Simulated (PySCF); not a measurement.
First SCF of a structure search on triplet CoN(OH)2, at a hand-made trigonal planar (heavy-atom frame) geometry. PySCF input:

```python
from pyscf import gto, scf, dft
mol = gto.M(atom='''
Co     0.000000     0.000000     0.000000
N      1.630000     0.000000     0.000000
O     -0.870000     1.506900     0.000000
O     -0.870000    -1.506900     0.000000
H     -0.541700     2.409000     0.000000
H     -1.815400    -1.673600     0.000000''',
    basis={'Co': 'def2-TZVP', 'N': 'def2-TZVP', 'O': 'def2-TZVP', 'H': 'def2-TZVP'},
    charge=0, spin=2)
mf = dft.UKS(mol, xc='PBE0')
mf.grids.atom_grid = (50, 194)
aux = {'Co': 'def2-universal-JKFIT', 'N': 'def2-universal-JKFIT', 'O': 'def2-universal-JKFIT', 'H': 'def2-universal-JKFIT'}
mf = mf.density_fit(auxbasis=aux)
mf.conv_tol = 1e-08
mf.diis_space = 10
mf.max_cycle = 60
mf.init_guess = 'minao'
mf.verbose = 4
mf.kernel()
```

Excerpt of the output (cycles alone); where DIIS stalls, ADIIS, DIIS with a small level shift and a second-order solver take over in turn:

```
init E= -1587.69691651398
cycle= 1 E= -1570.6849078043  delta_E=   17  |g|= 5.62  |ddm|= 8.58
cycle= 2 E= -1494.87988333896  delta_E= 75.8  |g|= 16.9  |ddm|= 14.7
cycle= 3 E= -1555.92486068608  delta_E=  -61  |g|= 11.3  |ddm|= 7.32
cycle= 4 E= -1566.23886793461  delta_E= -10.3  |g|= 9.49  |ddm|= 3.04
cycle= 5 E= -1571.64737294349  delta_E= -5.41  |g|= 7.92  |ddm|= 4.74
cycle= 6 E= -1575.07733600223  delta_E= -3.43  |g|= 6.87  |ddm|= 2.71
cycle= 7 E= -1577.07823933919  delta_E=   -2  |g|= 6.19  |ddm|= 2.53
cycle= 8 E= -1583.30491013043  delta_E= -6.23  |g|= 4.37  |ddm|= 2.79
cycle= 9 E= -1581.98294056814  delta_E= 1.32  |g|= 4.21  |ddm|= 1.62
cycle= 10 E= -1584.69981301446  delta_E= -2.72  |g|= 3.54  |ddm|= 1.67
cycle= 11 E= -1587.10587482016  delta_E= -2.41  |g|= 2.56  |ddm|= 0.727
cycle= 12 E= -1573.11666872763  delta_E=   14  |g|= 5.44  |ddm|= 8.29
cycle= 13 E= -1584.79788024253  delta_E= -11.7  |g|= 3.84  |ddm|= 8.38
... 38 lines left out ...
cycle= 52 E= -1588.69063690578  delta_E= 7.85e-05  |g|= 0.00377  |ddm|= 0.0304
cycle= 53 E= -1588.69060209873  delta_E= 3.48e-05  |g|= 0.00348  |ddm|= 0.0224
cycle= 54 E= -1588.69065117738  delta_E= -4.91e-05  |g|= 0.00306  |ddm|= 0.0176
cycle= 55 E= -1588.6906631783  delta_E= -1.2e-05  |g|= 0.00305  |ddm|= 0.00384
cycle= 56 E= -1588.69078118644  delta_E= -0.000118  |g|= 0.00332  |ddm|= 0.0492
cycle= 57 E= -1588.69081392751  delta_E= -3.27e-05  |g|= 0.00315  |ddm|= 0.0127
cycle= 58 E= -1588.69113581067  delta_E= -0.000322  |g|= 0.00546  |ddm|= 0.0907
cycle= 59 E= -1588.69092964998  delta_E= 0.000206  |g|= 0.00495  |ddm|= 0.041
cycle= 60 E= -1588.69071822453  delta_E= 0.000211  |g|= 0.00306  |ddm|= 0.0887
SCF not converged.
init E= -1587.69691651398
cycle= 1 E= -1570.6849078043  delta_E=   17  |g|= 5.62  |ddm|= 8.58
cycle= 2 E= -1494.87988333896  delta_E= 75.8  |g|= 16.9  |ddm|= 14.7
cycle= 3 E= -1575.27457081645  delta_E= -80.4  |g|= 7.06  |ddm|= 10.2
cycle= 4 E= -1578.01424005302  delta_E= -2.74  |g|= 4.28  |ddm|= 4.76
cycle= 5 E= -1587.89464156594  delta_E= -9.88  |g|= 1.28  |ddm|= 2.42
cycle= 6 E= -1585.65960663519  delta_E= 2.24  |g|=  2.8  |ddm|= 1.85
cycle= 7 E= -1588.27228706031  delta_E= -2.61  |g|= 1.03  |ddm|= 1.05
cycle= 8 E= -1587.00695621479  delta_E= 1.27  |g|= 2.57  |ddm|= 0.971
cycle= 9 E= -1588.60528049281  delta_E= -1.6  |g|= 0.371  |ddm|= 0.718
cycle= 10 E= -1588.57497370364  delta_E= 0.0303  |g|= 0.469  |ddm|= 0.465
cycle= 11 E= -1588.56826528314  delta_E= 0.00671  |g|= 0.651  |ddm|= 0.367
cycle= 12 E= -1588.6347260184  delta_E= -0.0665  |g|= 0.418  |ddm|= 0.273
cycle= 13 E= -1588.543437733  delta_E= 0.0913  |g|= 0.712  |ddm|= 0.347
cycle= 14 E= -1588.66331377497  delta_E= -0.12  |g|= 0.27  |ddm|= 0.199
cycle= 15 E= -1588.66165864317  delta_E= 0.00166  |g|= 0.297  |ddm|= 0.161
cycle= 16 E= -1588.6838516904  delta_E= -0.0222  |g|= 0.0855  |ddm|= 0.13
cycle= 17 E= -1588.67757906831  delta_E= 0.00627  |g|= 0.182  |ddm|= 0.152
cycle= 18 E= -1588.69170146605  delta_E= -0.0141  |g|= 0.0377  |ddm|= 0.108
cycle= 19 E= -1588.68978603261  delta_E= 0.00192  |g|= 0.132  |ddm|= 0.095
cycle= 20 E= -1588.68953653995  delta_E= 0.000249  |g|= 0.167  |ddm|= 0.103
SCF not converged.
init E= -1588.68953653995
cycle= 1 E= -1588.57583944066  delta_E= 0.114  |g|= 0.725  |ddm|= 0.259
cycle= 2 E= -1586.07581025175  delta_E=  2.5  |g|= 3.43  |ddm|= 1.15
cycle= 3 E= -1588.49917019832  delta_E= -2.42  |g|= 0.851  |ddm|= 0.719
cycle= 4 E= -1588.69436525233  delta_E= -0.195  |g|= 0.108  |ddm|= 0.266
cycle= 5 E= -1588.69806779375  delta_E= -0.0037  |g|= 0.0495  |ddm|= 0.0655
cycle= 6 E= -1588.6996188898  delta_E= -0.00155  |g|= 0.019  |ddm|= 0.0352
cycle= 7 E= -1588.70037372026  delta_E= -0.000755  |g|= 0.0131  |ddm|= 0.0306
cycle= 8 E= -1588.70103478114  delta_E= -0.000661  |g|= 0.00698  |ddm|= 0.0368
cycle= 9 E= -1588.70131213475  delta_E= -0.000277  |g|= 0.00764  |ddm|= 0.0272
cycle= 10 E= -1588.70140821974  delta_E= -9.61e-05  |g|= 0.00453  |ddm|= 0.0135
cycle= 11 E= -1588.70146203064  delta_E= -5.38e-05  |g|= 0.00193  |ddm|= 0.0111
cycle= 12 E= -1588.70148971036  delta_E= -2.77e-05  |g|= 0.00169  |ddm|= 0.0083
cycle= 13 E= -1588.70151810141  delta_E= -2.84e-05  |g|= 0.00127  |ddm|= 0.00999
cycle= 14 E= -1588.70153703646  delta_E= -1.89e-05  |g|= 0.0011  |ddm|= 0.00762
cycle= 15 E= -1588.70155866111  delta_E= -2.16e-05  |g|= 0.00114  |ddm|= 0.00998
cycle= 16 E= -1588.70158116522  delta_E= -2.25e-05  |g|= 0.00107  |ddm|= 0.0124
cycle= 17 E= -1588.70158862648  delta_E= -7.46e-06  |g|= 0.00073  |ddm|= 0.00456
cycle= 18 E= -1588.70160865192  delta_E= -2e-05  |g|= 0.00156  |ddm|= 0.0181
cycle= 19 E= -1588.70161632419  delta_E= -7.67e-06  |g|= 0.000911  |ddm|= 0.00933
cycle= 20 E= -1588.70161999611  delta_E= -3.67e-06  |g|= 0.000734  |ddm|= 0.00753
cycle= 21 E= -1588.7016214139  delta_E= -1.42e-06  |g|= 0.000468  |ddm|= 0.00446
cycle= 22 E= -1588.7016218615  delta_E= -4.48e-07  |g|= 0.000249  |ddm|= 0.00222
cycle= 23 E= -1588.70162203793  delta_E= -1.76e-07  |g|= 0.000159  |ddm|= 0.00162
cycle= 24 E= -1588.70162209  delta_E= -5.21e-08  |g|= 9.51e-05  |ddm|= 0.000848
cycle= 25 E= -1588.70162210307  delta_E= -1.31e-08  |g|= 4e-05  |ddm|= 0.000251
cycle= 26 E= -1588.70162210775  delta_E= -4.68e-09  |g|= 2.49e-05  |ddm|= 0.00022
Extra cycle  E= -1588.70162210818  delta_E= -4.3e-10  |g|= 5.11e-05  |ddm|= 6.41e-05
converged SCF energy = -1588.70162210818  <S^2> = 3.1036677  2S+1 = 3.6626044
```

This is not the lowest solution: another start and a stability analysis within the same unrestricted form found one 8.2 kJ/mol lower, at -1588.70476 Eh.

Other spin states or occupations of the open shell can lie lower.

The search for the lowest solution, 3 starts and the stability check together, took 61 s on 4 threads of a shared Arm Neoverse V2 host, with 150 basis functions; the process peaked at 0.99 GiB. Launch command: `OMP_NUM_THREADS=4 python axn.py task.json out`.
